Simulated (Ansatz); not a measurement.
H$_{4}$FNO$_{2}$Si (SMILES N[Si](O)(O)F), singlet, at a GFN2-xTB geometry; SC-NEVPT2/6-31G, CASSCF(6,5) (Ansatz, an electronic-structure program).

Input for Ansatz:
Ansatz 0.2 input:
```yaml
crystal:
  periodic: [false, false, false]
  atoms:
    - {symbol: N, position_ang: [-1.62579543, -0.39223561, 0.32389398]}
    - {symbol: Si, position_ang: [0.00678283, -0.01584632, -0.02667791]}
    - {symbol: O, position_ang: [0.15160035, 1.19118861, -1.09394970]}
    - {symbol: O, position_ang: [0.87561401, -1.26695771, -0.55805838]}
    - {symbol: F, position_ang: [0.62124204, 0.48100088, 1.37992041]}
    - {symbol: H, position_ang: [-1.80161194, -0.95929876, 1.13650394]}
    - {symbol: H, position_ang: [-2.21464231, -0.69352764, -0.43425094]}
    - {symbol: H, position_ang: [-0.26657387, 2.02708298, -0.90986608]}
    - {symbol: H, position_ang: [1.75954311, -1.12961394, -0.88937291]}
basis:
  gaussian:
    orbitals: 6-31G
magnetization: {spin_polarized: false}
correlation: {method: sc_nevpt2, electrons: all, active_space: {window: {electrons: 6, orbitals: 5}}}
```

### Question
What does Ansatz print? Leave out banner, timings and long lists.

### Answer

```
Functional definition: HF
625 factors; integrals over basis functions are off by at most 2.8e-4 eV
mean field evaluation 1: about -16182.8892 eV, gradient 4.9e1 eV
mean field evaluation 2: about -16182.8956 eV, gradient 4.9e1 eV
mean field evaluation 4: about -16187.2978 eV, gradient 2.2e0 eV
mean field evaluation 8: about -16187.3139 eV, gradient 2.1e-4 eV
mean field -16187.31388331 eV, -594.8728130563 hartree, gradient 2.6e-6 eV, S^2 0.000000; 0 other end points of the search recorded, 0 dependent functions left out
reference -16187.31388331 eV, -594.8728130563 hartree; 25, 25 occupied and 32, 32 virtual orbitals, 625 factors
state -16188.61711868 eV, -594.9207060728 hartree
state -16188.61711868 eV, -594.9207060728 hartree; corrected -16201.58122756 eV, -595.3971282866 hartree
state -16188.28250675 eV, -594.9084093112 hartree
state -16188.28250675 eV, -594.9084093112 hartree; corrected -16201.71601998 eV, -595.4020818169 hartree
state -16188.28250675 eV, -594.9084093112 hartree; corrected -16201.71601998 eV, -595.4020818169 hartree
state -16188.54474348 eV, -594.9180463330 hartree
state -16188.54474348 eV, -594.9180463330 hartree; corrected -16201.47194870 eV, -595.3931123628 hartree
state -16188.28250675 eV, -594.9084093112 hartree; corrected -16201.71601998 eV, -595.4020818169 hartree
WARN: the results are in doubt because another end's mean lies 0.335 eV lower, and its corrected mean 0.135 eV higher
Total energy: -16201.71601998 eV, -595.4020818169 hartree
In doubt: another end's mean lies 0.335 eV lower, and its corrected mean 0.135 eV higher
```
